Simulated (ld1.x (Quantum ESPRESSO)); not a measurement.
Before and after: ultrasoft potential for tantalum

Ta, ultrasoft, made with ld1.x (Quantum ESPRESSO) 7.5 (PBE, scalar-relativistic). Core [Xe] 4f14, reference 5d3 6s1 6p0 (charge +1). Waves: 6s (bound): rcut 1.90, rcutus 2.60 bohr; 6s channel at 1.2 Ry: rcut 1.90, rcutus 2.60 bohr; 6p (bound, empty): rcut 2.55, rcutus 2.95 bohr; 6p channel at 4.4 Ry: rcut 2.55, rcutus 2.95 bohr; 5d (bound): rcut 2.15, rcutus 2.90 bohr; 5d channel at -0.35 Ry: rcut 2.15, rcutus 2.90 bohr. Local part: all-electron potential smoothed inside 2.60 bohr (lloc = -1). Core correction: none. Augmentation charge: built from norm-conserving waves at rcut, not smoothed further.

Change: functional LDA (PZ).

Cutoffs: the cutoffs (Ry, on a coarse ladder) from which the occupation-weighted sum of valence levels, in a spherical-Bessel basis at the reference potential, stays within 10 and 1 mRy of its value at 400 Ry; they do not see the model core or the augmentation charge, which bear on the density cutoff. Errors are all-electron minus pseudo energies relative to the spin-unpolarised reference configuration.

Question: What does the change do?

Answer: The potential gets neither clearly harder nor softer (12 Ry and 15 Ry → 12 Ry and 15 Ry); both files keep a bound ghost (p); the number of tests with a reliable result goes from 7 to 9; of the 7 tests that both files solve, the error grows in 0 and shrinks in 6 by more than 15 % and 0.3 meV (median size 139.8 → 75.3 meV).

| quantity | base | changed |
| --- | --- | --- |
| cutoff, loose | 12 Ry | 12 Ry |
| cutoff, tight | 15 Ry | 15 Ry |
| bound ghosts | p | p |
| error for 5d3 6s2 6p0, meV [ΔE -8.47 → -8.70 eV] | +53 | +28 |
| error for 5d3 6s0 6p0, meV [ΔE 14.97 → 15.31 eV] | +140 | +58 |
| error for 5d2 6s0 6p0, meV [ΔE 38.58 → 39.24 eV] | +185 | +92 |
| error for 5d4 6s0 6p0, meV [ΔE 1.43 → 1.46 eV] | +98 | +50 |
| error for 5d2 6s2 6p1, meV [ΔE -5.48 → -5.61 eV] | +138 | +75 |
| error for 5d1 6s0 6p0, meV [ΔE 73.62 → 74.60 eV] | +395 | +361 |
| error for 5d2 6s2 6p0, meV [ΔE -0.79 eV] | +144 | +78 |
| s: phases at 3.21 bohr within 0.05 rad from the reference energy up to (Ry; the scan ends near 5) | 1.6 | 1.6 |
| p: phases at 3.21 bohr within 0.05 rad from the reference energy up to (Ry; the scan ends near 5) | 0.8 | 0.9 |
| d: phases at 3.21 bohr within 0.05 rad from the reference energy up to (Ry; the scan ends near 5) | to the end of the scan | to the end of the scan |
| lowest overlap eigenvalue by channel | s 0.62, p 0.67, d 0.99 | s 0.62, p 0.67, d 0.95 |

 A true bound ghost makes a file unfit for plane-wave use even where its test errors are small: the radial tests pick states by their node count and pass the ghost by.
